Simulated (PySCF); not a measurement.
```xyz
11

O      0.9694     1.0909    -0.2649
Si    -0.5577     1.5868     0.1232
O     -1.4234     0.2010     0.3653
Si    -0.7536    -1.3207     0.2122
Si     1.4003    -0.5196    -0.3551
H     -0.5288     2.3867     1.3623
H     -1.1379     2.3557    -0.9941
H     -1.4723    -2.0851    -0.8337
H     -0.8707    -2.0544     1.4939
H      1.8865    -0.8360    -1.7183
H      2.4881    -0.8053     0.6092
```

Charge 0, multiplicity 1.

Task: Give the Mulliken and meta-Löwdin atomic charges from ωB97X-D3(BJ)/def2-TZVP // B3LYP-D3(BJ)/def2-TZVP (PySCF).

Result: 
```
atom  Mulliken (e)  meta-Löwdin (e)
----  ------------  ---------------
O1           -0.43            -0.84
Si2           0.54             1.12
O3           -0.43            -0.84
Si4           0.28             0.64
Si5           0.28             0.64
H6           -0.05            -0.14
H7           -0.05            -0.14
H8           -0.03            -0.11
H9           -0.03            -0.11
H10          -0.03            -0.11
H11          -0.03            -0.11
```
